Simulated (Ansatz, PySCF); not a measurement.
H7NO2Si2, SMILES [SiH3]O[Si@@H](O)N.

Geometry: B3LYP-D3(BJ)/def2-SVP. The structure was generated by enumeration; whether it is a known compound was not checked. One conformer was computed; it need not be the lowest.

Vertical ionisation energy (IE) and electron affinity (EA) in eV. Rows of orbital energies are one-electron estimates. Where ΔSCF, EOM or ADC give a negative EA the extra electron is unbound and the value depends on the basis.

| level | IE | EA |
|---|---|---|
| −ε(HOMO), −ε(LUMO), CAM-B3LYP/def2-TZVP (PySCF) | 9.32 | -1.27 |
| −ε(HOMO), −ε(LUMO), PBE/def2-TZVP (PySCF) | 6.38 | 0.49 |
| ΔSCF, CAM-B3LYP/def2-TZVPD (Ansatz), final states of multiplicity 2 and 2 | 10.29 | -0.95 |
| ΔSCF, PBE/def2-TZVPD (Ansatz), final states of multiplicity 2 and 2 | 9.45 | -0.65 |

What vertical singlet–triplet gap does ΔSCF give with CAM-B3LYP/def2-TZVPD (Ansatz, a program for electronic structure) and with PBE/def2-TZVPD (Ansatz)? (The exact figures need the calculation; the answer reports its results.)

6.46 and 5.90 eV (triplet above singlet where positive).
